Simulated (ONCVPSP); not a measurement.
**carbon (C): variants of one ONCV potential**

Base potential:

```json
{
  "Element": "carbon (C)",
  "Generator": "ONCVPSP 4.0.1",
  "Type": "optimised norm-conserving Vanderbilt (ONCV)",
  "Functional": "PBEsol",
  "Relativity": "scalar-relativistic",
  "Frozen core": "[He]",
  "Valence charge": "4",
  "Reference configuration": "2s1.5 2p2.5",
  "Partial waves": "2s: rc 0.95 bohr, ncon 3, nbas 6, qcut 5.8 1/bohr, local; 2p: rc 2.40 bohr, ncon 4, nbas 9, qcut 4.8 1/bohr, 2 projectors, debl 2.7 Ha; d scattering state at 0.25 Ha: rc 1.95 bohr, ncon 5, nbas 9, qcut 5.1 1/bohr, 2 projectors, debl 0.3 Ha",
  "Local potential": "the s channel",
  "Core correction": "Teter function fitted to the true core (icmod 2), fcfact 0.6"
}
```

Cutoffs, loose and tight: the cutoffs (Ha) at which the residual kinetic energy of the hardest occupied pseudo-wave falls to 1 and 0.1 mHa per electron. They do not see the model core or the augmentation charge, which bear on the density cutoff. Test errors are all-electron minus pseudo excitation energies from the reference, over the configurations 2s2 2p2; 2s2 2p1; 2s2 2p0; 2s1 2p3. A dash means not determined; rows that change the core or the reference have their own tests.

| change | outcome | cutoff, loose | cutoff, tight | bound ghosts | GHOST(+) flags above zero | largest test error (meV) |
| --- | --- | --- | --- | --- | --- | --- |
| base | generated | 20 Ha | 80 Ha | none | none | +871 |
| s: qcut 3.3 | generated | 80 Ha | 112 Ha | none | none | +879 |
| s: qcut 4.2 | generated | 74 Ha | 102 Ha | none | none | +876 |
| s: qcut 4.9 | generated | 43 Ha | 95 Ha | none | none | +873 |
| s: qcut 6.5 | generated | 19 Ha | 43 Ha | none | none | +868 |
| s: qcut 7 | generated | 20 Ha | 27 Ha | none | none | +865 |
| s: qcut 7.8 | generated | 21 Ha | 27 Ha | none | none | +865 |
| s: qcut 8.6 | generated | 22 Ha | 28 Ha | none | none | +865 |

Reading the sweep of the qcut of the s channel (base included, trends over the rows without a ghost): The loose cutoff is not monotonic: lowest 19 Ha at 6.5 1/bohr, highest 80 Ha at 3.3 1/bohr. The median size of the test errors (rows with all tests solved) stays near 71.5 meV.
